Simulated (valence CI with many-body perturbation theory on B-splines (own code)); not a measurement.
**Cs XXII: E2, M1, M2 decay**

Method: configuration interaction combined with many-body perturbation theory (CI+MBPT): six valence electrons over a frozen Dirac-Fock core [Ar] 3d10, a basis of 9 s, 9 p, 8 d, 6 f, 3 g, 1 h functions for each j, with the one-electron correlation potential Σ1, the two-electron term Σ2, the three-electron term Σ3, Breit, model QED; selected CI, second order for the rest, scaled by the run's own slope (own B-spline code, finite nucleus).

No measured levels were compared; by estimate levels hold to about 250 cm⁻¹ or 0.2 % of their energy and the worst to 1 %, as in measured heavy ions of charge 2 to 7; those with d or f electrons hold less well. Among the levels kept, up to 970 cm⁻¹ of a level comes from second order outside the variational space, and about a tenth of that is noise between levels of different J, which matters for small intervals.

Lines 1 to 27 of 27 in falling wavelength, among levels below 1007100 cm⁻¹, chosen from the decays that carry over 1 % of a level's rate. Wavelengths and rates use the calculated energies, so an error of 1000 cm⁻¹ moves a line at 3145 Å by 3.1 % and its rate by three times that or more. Electric multipoles are in the length gauge, E1 and E2 with the static RPA response of the core. S is in atomic units (e²a₀⁴ for E2 and M2, e²a₀⁶ for E3), for M1 in squared Bohr magnetons. Weak lines are less certain than strong ones. Lines between different terms over intervals too small for the method are left out, as are lines whose strength nearly cancels.

Levels are named by their leading jj configuration (3d3/2^4 stands for four electrons in 3d with j = 3/2), which in mixed levels can hold well under half, so a name can repeat and another be missing. Letters in brackets count levels of one name in rising energy.

```tsv
λ vac (Å)	Upper	Lower	Type	A (s⁻¹)	S (a.u.)
4289	(4s^2 4p1/2^2 4p3/2 4d5/2) J=4	(4s^2 4p1/2^2 4p3/2 4d3/2) J=3	M1	1.93e+02	5.07e+00
3145	(4s^2 4p1/2 4p3/2^2 4d5/2) J=4 [b]	(4s^2 4p1/2 4p3/2^2 4d5/2) J=3 [a]	M1	7.49e+01	7.77e-01
2924	(4s^2 4p1/2 4p3/2^2 4d5/2) J=5	(4s^2 4p1/2 4p3/2^2 4d5/2) J=4 [a]	M1	5.51e+02	5.62e+00
2447	(4s^2 4p1/2^2 4p3/2^2) J=0	(4s^2 4p1/2^2 4p3/2^2) J=2	E2	1.89e+00	1.48e-01
2207	(4s^2 4p1/2 4p3/2^2 4d5/2) J=4 [b]	(4s^2 4p1/2 4p3/2^2 4d3/2) J=3 [a]	M1	4.22e+02	1.51e+00
1538	(4s^2 4p1/2 4p3/2^2 4d5/2) J=4 [a]	(4s^2 4p1/2^2 4p3/2 4d5/2) J=3	M1	3.36e+03	4.08e+00
1361	(4s^2 4p1/2 4p3/2^2 4d3/2) J=4	(4s^2 4p1/2^2 4p3/2 4d5/2) J=3	M1	9.38e+02	7.89e-01
1095	(4s^2 4p1/2 4p3/2^2 4d5/2) J=4 [b]	(4s^2 4p1/2^2 4p3/2 4d5/2) J=3	M1	1.98e+03	8.66e-01
1067	(4s^2 4p1/2 4p3/2^3) J=1	(4s^2 4p1/2^2 4p3/2^2) J=0	M1	7.08e+03	9.57e-01
841.8	(4s^2 4p1/2 4p3/2^2 4d5/2) J=4 [a]	(4s^2 4p1/2^2 4p3/2 4d5/2) J=4	M1	1.96e+04	3.91e+00
786.0	(4s^2 4p1/2 4p3/2^2 4d3/2) J=4	(4s^2 4p1/2^2 4p3/2 4d5/2) J=4	M1	6.90e+03	1.12e+00
743.1	(4s^2 4p1/2 4p3/2^3) J=1	(4s^2 4p1/2^2 4p3/2^2) J=2	M1	4.14e+04	1.89e+00
689.1	(4s^2 4p1/2 4p3/2^2 4d5/2) J=4 [b]	(4s^2 4p1/2^2 4p3/2 4d5/2) J=4	M1	3.01e+03	3.29e-01
689.1	(4s^2 4p1/2 4p3/2^2 4d5/2) J=4 [b]	(4s^2 4p1/2^2 4p3/2 4d5/2) J=4	E2	1.30e+02	1.62e-01
664.2	(4s^2 4p1/2 4p3/2^2 4d3/2) J=4	(4s^2 4p1/2^2 4p3/2 4d3/2) J=3	M1	7.94e+03	7.77e-01
653.6	(4s^2 4p1/2 4p3/2^2 4d5/2) J=5	(4s^2 4p1/2^2 4p3/2 4d5/2) J=4	M1	7.08e+03	8.06e-01
653.6	(4s^2 4p1/2 4p3/2^2 4d5/2) J=5	(4s^2 4p1/2^2 4p3/2 4d5/2) J=4	E2	2.05e+02	2.40e-01
647.2	(4s^2 4p3/2^4) J=0	(4s^2 4p1/2 4p3/2^3) J=2	E2	1.93e+03	1.95e-01
631.2	(4s^2 4p1/2 4p3/2^3) J=2	(4s^2 4p1/2^2 4p3/2^2) J=2	M1	2.95e+04	1.38e+00
631.2	(4s^2 4p1/2 4p3/2^3) J=2	(4s^2 4p1/2^2 4p3/2^2) J=2	E2	5.13e+02	2.30e-01
601.9	(4s^2 4p1/2^2 4p3/2 4d5/2) J=4	(4s 4p1/2^2 4p3/2^3) J=2	E2	1.89e+01	1.20e-02
565.2	(4s^2 4p1/2 4p3/2^2 4d5/2) J=4 [b]	(4s^2 4p1/2^2 4p3/2 4d3/2) J=2	E2	1.19e+02	5.51e-02
560.7	(4s^2 4p3/2^4) J=0	(4s^2 4p1/2 4p3/2^3) J=1	M1	1.59e+05	1.04e+00
321.3	(4s^2 4p1/2 4p3/2^2 4d5/2) J=4 [b]	(4s 4p1/2^2 4p3/2^3) J=2	E2	1.06e+02	2.91e-03
139.2	(4s^2 4p1/2 4p3/2^2 4d5/2) J=4 [b]	(4s^2 4p1/2 4p3/2^3) J=2	M2	9.47e+02	3.98e-04
136.7	(4s^2 4p1/2^2 4p3/2 4d5/2) J=4	(4s^2 4p1/2^2 4p3/2^2) J=2	M2	7.94e+02	3.04e-04
114.0	(4s^2 4p1/2 4p3/2^2 4d5/2) J=4 [b]	(4s^2 4p1/2^2 4p3/2^2) J=2	M2	7.72e+01	1.20e-05
```
